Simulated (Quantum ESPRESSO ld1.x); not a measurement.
Problem. All-electron atom: Cr2+ in [Ar] 3d4. Method: scalar-relativistic Kohn-Sham, LDA (Slater exchange, Perdew-Wang correlation), spin-polarised, spherical densities, point nucleus, Perdew-Zunger self-interaction correction; open shells are filled with parallel spins first; computed with ld1.x of Quantum ESPRESSO 7.5. Some entries of the table are withheld. Estimate them.

| orbital | occ. | eigenvalue (hartree) | <1/r> (bohr^-1) |
|---|---|---|---|
| 1s down | 1 | -222.476 | 23.88 |
| 1s up | 1 | -222.476 | 23.88 |
| 2s up | 1 | -26.3729 | 5.038 |
| 2s down | 1 | -26.3115 | 5.046 |
| 2p up | 3 | -22.7774 | 4.957 |
| 2p down | 3 | -22.7313 | 4.964 |
| 3s up | 1 | -3.87399 | (1) |
| 3s down | 1 | -3.72565 | (2) |
| 3p up | 3 | -2.81651 | 1.440 |
| 3p down | 3 | -2.67089 | 1.431 |
| 3d up | 4 | -1.18333 | 1.109 |
| 3d down | 0 | -1.04028 | 1.077 |

Solution. 
(1) 3s up <1/r> (bohr^-1): 1.573
(2) 3s down <1/r> (bohr^-1): 1.567
